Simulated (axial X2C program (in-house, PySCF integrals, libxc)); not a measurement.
Worked dissociation energy of NiH⁻: PBE0, spin-free

Computed with an in-house all-electron X2C program for linear molecules (integrals from PySCF). Spin-free means the one-electron spin-free X2C Hamiltonian. Basis: Ni dyall-av3z [10s10p7d3f2g], H dyall-av3z [7s3p2d] (cores contracted in-house); Gaussian nuclei, density fitting, unrestricted open shells. Masses: Ni 57.935 u, H 1.008 u.

Molecular state: M_S = 1, Λ = 2 (beyond evenly filled blocks: σα, δ+α, δ+β, δ-α).

| Quantity | Value |
| --- | --- |
| E(Ni-) (2M_S = 1, M_L = 1) | -1520.401823 hartree |
| E(H) (2M_S = 1, M_L = 0) | -0.501327 hartree |
| E(NiH⁻) at Re | -1520.982406 hartree |
| ωe | 1663.2 cm⁻¹ |
| ωexe | 45.1 cm⁻¹ |

Question: Work out De and D0.

Answer: De = -1520.401823 + (-0.501327) − (-1520.982406) = 0.07926 hartree = 2.157 eV. The zero-point energy is ωe/2 − ωexe/4 = 820 cm⁻¹ = 0.102 eV, so D0 = 2.055 eV.

The state is a single determinant with fixed occupations, the lowest that a limited PBE0 search found. Dissociation energies refer to the lowest single-determinant-based atoms at the same level and basis. The highest occupied level is positive at some bond lengths even in Hartree–Fock (under at least one Hamiltonian), so the basis set holds the extra electron there; where that holds at Re the anion is at best weakly bound and its constants depend on the basis. PBE0 can misorder states that lie within some tenths of an eV, so this need not be the ground state of the molecule. The nearest other spin-free determinant of the search, M_S = 1, Λ = 1, lies 0.04 eV up at the distance of the search. The functionals have no current-density term, which raises determinants with orbital currents, atoms included.

Each atomic determinant is the lowest at this level and need not be a pure term. Totals compare only within one Hamiltonian and basis.
